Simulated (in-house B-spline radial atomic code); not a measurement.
A fraction x of an electron is moved 3d → 4d in Ag5+, starting from [Kr] 4d6 and keeping the highest spin. Level of theory: non-relativistic revTPSS, spin-polarised, spherical fractional occupations, point nucleus; calculated with a radial B-spline atomic code at the basis-set limit.

```csv
x,E(x) - E(0) (eV),3d down level (eV),4d down level (eV)
0,0.0000,-441.426,-75.502
0.125,45.8931,-444.334,-75.970
0.25,92.0911,-447.240,-76.436
0.375,?,?,?
0.5,185.4023,-453.045,-77.359
0.625,?,?,?
0.75,279.9340,-458.840,-78.272
0.875,327.6576,-461.735,-78.725
1,375.6864,-464.627,-79.175
```

Problem. What belongs in the row x = 0.375?

Solution. An energy change of 138.5941 eV; 3d down at -450.144 eV, 4d down at -76.899 eV.

Problem. What belongs in the row x = 0.625?

Solution. An energy change of 232.5156 eV; 3d down at -455.944 eV, 4d down at -77.817 eV.

Problem. Check Janak's theorem between x = 0.125 and 0.25.

Solution. The slope of the energy is 369.58 eV; the orbital levels give 369.58 eV (ε of the receiving orbital less ε of the emptying one, averaged over the two points).
